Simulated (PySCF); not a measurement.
CH5NO2Si2, SMILES N#CO[Si@@H]([SiH3])O. Heavy atoms are numbered as in [N:1]#[C:2][O:3][Si@H:4]([OH:5])[SiH3:6]. Hydrogens are named by the atom that carries them.

Coordinates come from a PBE0-D3(BJ)/def2-SVP optimisation. The structure was generated by enumeration; whether it is a known compound was not checked. Other conformers were not sampled.

These are PBE/pcSseg-1 run with PySCF values and carry that method's errors.

GIAO shieldings, no solvent; atoms alike by connectivity are averaged. δ = σ(ref) − σ: ¹⁵N against NH3 (σ = 267.0 ppm); ¹³C against TMS (σ = 182.0 ppm); ¹⁷O against H2O (σ = 334.3 ppm); ²⁹Si against TMS (σ = 335.4 ppm); ¹H against TMS (σ = 31.49 ppm), references at their B3LYP-D3(BJ)/def2-TZVP geometries, non-relativistic.

Question: Estimate the chemical shifts. (Estimate from the structure and the level; the computed values follow.)

Answer: 
| nucleus | atoms | count | δ (ppm) |
|---|---|---|---|
| ¹⁵N | N1 | 1 | 188.6 |
| ¹³C | C2 | 1 | 113.6 |
| ¹⁷O | O3 | 1 | 111.4 |
| ¹⁷O | O5 (OH) | 1 | 93.6 |
| ²⁹Si | Si4 (SiH) | 1 | 12.6 |
| ²⁹Si | Si6 (SiH3) | 1 | -118.4 |
| ¹H | H on Si4 | 1 | 5.50 |
| ¹H | H on Si6 | 3 | 3.91 |
| ¹H | H on O5 | 1 | 3.19 |
